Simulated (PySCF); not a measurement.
Several orderings of computed values.

All species are isolated and taken at one optimised geometry, non-relativistic unless stated. Electronic properties by PySCF.

The conformers computed, where there is a choice (atom-mapped SMILES and torsion angles):
- `[CH3:1][C:2](=[S:3])[SiH:4]1[SiH2:5][SiH2:6][SiH2:7]1`: C1–C2–Si4–Si5 -131°
- `[N:1]#[C:2][C@@:3]1([CH2:4][OH:5])[O:6][C@H:7]1[F:8]`: C2–C3–C4–O5 -93°, H–O5–C4–C3 171°
- `[CH3:1][S:2][CH2:3][Si@H:4]([NH2:5])[C:6]#[N:7]`: C1–S2–C3–Si4 -178°, S2–C3–Si4–N5 -64°, H–N5–Si4–C3 45°, H–N5–Si4–C3 -173°
- `[CH2:1]=[N:2]/[C:3]([F:4])=[CH:5]\[O:6][CH:7]=[O:8]`: C1–N2–C3–F4 0°, C3–C5–O6–C7 180°, C5–O6–C7–O8 0°
- `[CH:1]#[C:2][CH2:3][S:4][SiH:5]([NH2:6])[NH2:7]`: C2–C3–S4–Si5 -72°, C3–S4–Si5–N6 161°, H–N6–Si5–S4 166°, H–N6–Si5–S4 24°, H–N7–Si5–S4 36°, H–N7–Si5–S4 -179°

Problem. Rank by dipole moment, lowest first (wB97X-D/def2-SVPD at GFN2-xTB geometries).
A. `[SiH2]1[SiH2][SiH2][SiH]1C(C)=S`
B. `N#C[C@@]1(CO)O[C@H]1F`
C. `C=N/C(F)=C\OC=O`
D. `[Si@@H](CSC)(N)C#N`

Solution. A (2.05 D), C (2.48 D), D (3.75 D), B (5.30 D).

Problem. Rank by smallest rotational constant, lowest first (GFN2-xTB).
A. `[SiH](N)(N)SCC#C`
B. `F/C(=C/OC=O)N=C`
C. `N#C[C@@]1(CO)O[C@H]1F`
D. `CSC[Si@H](N)C#N`

Solution. D (0.719 GHz), B (0.880 GHz), A (1.024 GHz), C (1.405 GHz).

Problem. By how much do the two ends of that ranking differ?

Solution. By 0.686 GHz, between `N#C[C@@]1(CO)O[C@H]1F` and `CSC[Si@H](N)C#N`.

Problem. Rank by electronic spatial extent ⟨r²⟩ about the centre of nuclear charge, highest first (wB97X-D/def2-SVPD at GFN2-xTB geometries).
A. `CSC[Si@H](N)C#N`
B. `C=N/C(F)=C\OC=O`
C. `C#CCS[SiH](N)N`
D. `CC(=S)[SiH]1[SiH2][SiH2][SiH2]1`
E. `N#C[C@@]1(CO)O[C@H]1F`

Solution. D (2032 bohr²), A (1551 bohr²), C (1280 bohr²), B (1189 bohr²), E (877 bohr²).

Problem. Rank by lowest triplet excitation (Tamm–Dancoff), highest first (TDA wB97X-D/def2-SVPD at GFN2-xTB geometries).
A. `C#CCS[SiH](N)N`
B. `[C@]1(C#N)(CO)O[C@H]1F`
C. `C=N/C(F)=C\OC=O`
D. `CC(=S)[SiH]1[SiH2][SiH2][SiH2]1`
E. `CSC[Si@H](N)C#N`

Solution. B (6.06 eV), E (5.07 eV), A (4.88 eV), C (2.94 eV), D (1.73 eV).

Problem. By how much do the two ends of that ranking differ?

Solution. By 4.33 eV, between `N#C[C@@]1(CO)O[C@H]1F` and `CC(=S)[SiH]1[SiH2][SiH2][SiH2]1`.

Problem. Rank by HOMO energy, lowest first (wB97X-D/def2-SVPD at GFN2-xTB geometries).
A. `N#C[C@@]1(CO)O[C@H]1F`
B. `C(C)(=S)[SiH]1[SiH2][SiH2][SiH2]1`
C. `C=N/C(F)=C\OC=O`
D. `CSC[Si@H](N)C#N`

Solution. A (-10.96 eV), C (-9.00 eV), D (-8.63 eV), B (-8.23 eV).

Problem. Rank by HOMO–LUMO gap, lowest first (wB97X-D/def2-SVPD at GFN2-xTB geometries).
A. `C#CCS[SiH](N)N`
B. `C=N/C(F)=C\OC=O`
C. `S=C([SiH]1[SiH2][SiH2][SiH2]1)C`
D. `N#C[C@@]1(CO)O[C@H]1F`
E. `CSC[Si@H](N)C#N`

Solution. C (7.37 eV), B (8.73 eV), E (9.74 eV), A (10.22 eV), D (12.15 eV).

Problem. Give the two extremes of that set in kcal/mol.

Solution. `CC(=S)[SiH]1[SiH2][SiH2][SiH2]1`: 170 kcal/mol; `N#C[C@@]1(CO)O[C@H]1F`: 280 kcal/mol.
